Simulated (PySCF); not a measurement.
A calculated (wB97M-V, PySCF 2.14, aug-cc-pCVQZ-DK, scalar relativity by spin-free X2C-1e) atom or ion has these occupied shells.

```
shell  electrons  orbital energy (eV)  rms radius, mean of both spins (bohr)
 1s α          1              -3203.4                                 0.0991
 1s β          1              -3202.4                                 0.0991
 2s α          1              -358.55                                  0.448
 2s β          1              -357.83                                  0.448
 2p α          3              -288.50                                  0.418
 2p β          3              -287.14                                  0.418
 3s α          1              -72.844                                   1.39
 3s β          1              -67.259                                   1.39
 3p α          3              -55.778                                   1.50
```

**Question.** Name the element and its charge.

**Answer.** Ar³⁺ (argon, charge +3), in [Ne] 3s2 3p3, high-spin 4S determinant.
